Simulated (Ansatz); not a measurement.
C₂H₇OSb (`[CH3][SbH][CH2]O`). Total charge 0; spin multiplicity 1. Correlated methods include outer-core shells of Sb, which these sets cover unevenly. Sb: def2 effective core potential.

```xyz
11

C    -0.8205    0.5168    1.3133
Sb   -1.2298   -0.7675   -0.3794
C     0.7599   -0.4123   -1.2369
O     0.9506    0.9549   -1.5204
H     0.1761    0.3316    1.7152
H    -0.9101    1.5580    0.9997
H    -1.5588    0.3327    2.0936
H    -0.7401   -2.1918    0.4451
H     1.5231   -0.8065   -0.5574
H     0.8332   -0.9475   -2.1835
H     1.0164    1.4316   -0.6892
```

Give the diagnostics of a CCSD(T)/def2-TZVPP run (frozen core, Ansatz 0.2.0). (Best estimate.)

Computed: T1 = 0.0125, largest single amplitude 0.021, largest double 0.032, (T) share of the correlation energy 3.4 %, 10 CCSD cycles. The RHF solution is stable towards an unrestricted one. T1 lies under the customary mark of 0.02 for closed shells.
